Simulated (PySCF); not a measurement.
cyclopropane (C3H6), singlet, at a GFN2-xTB geometry. Base run: PySCF with DF-R2SCAN/STO-3G.

Input for PySCF:
```python
from pyscf import gto, scf, dft

mol = gto.Mole()
mol.atom = '''
    C    -0.001647    0.863879    0.014277
    C     0.749028   -0.430640    0.000480
    C    -0.747382   -0.433240   -0.014757
    H    -0.011940    1.440071    0.926921
    H     0.006394    1.469948   -0.878830
    H     1.270736   -0.710376   -0.902067
    H     1.252402   -0.740253    0.903684
    H    -1.267963   -0.744633    0.878021
    H    -1.249629   -0.714756   -0.927730
'''
mol.basis = 'sto-3g'
mol.charge = 0
mol.spin = 0
mol.verbose = 4
mol.build()

mf = dft.RKS(mol)
mf.xc = 'r2scan'
mf = mf.density_fit(auxbasis='def2-universal-jkfit')
mf.kernel()
mf.analyze()
```

Each row names what was changed in the base input (with any setting that the change needs).

```tsv
change	basis functions	E (Eh)	HOMO (eV)	HOMO-LUMO gap (eV)
base	21	-116.40713	-6.07	12.99
basis = LANL2DZ	39	-117.79316	-7.26	10.75
basis = pcseg-0	39	-117.48850	-7.63	10.24
basis = def2-SV(P)	54	-117.71157	-7.32	9.59
basis = 6-31G**	72	-117.81995	-7.10	9.87
basis = def2-SVP	72	-117.72870	-7.32	9.53
basis = pc-1	72	-117.78931	-7.39	9.17
basis = 6-311G**	90	-117.84662	-7.29	9.04
basis = def2-SVPD	108	-117.73456	-7.37	8.71
basis = 6-311+G(2d,p)	117	-117.84987	-7.34	8.38
basis = aug-cc-pVDZ	123	-117.82704	-7.31	7.79
basis = def2-TZVP	129	-117.85951	-7.32	9.07
basis = def2-TZVPP	177	-117.86195	-7.32	9.08
```

Totals compare only among sets that treat the same electrons; sets with core potentials leave the core out.
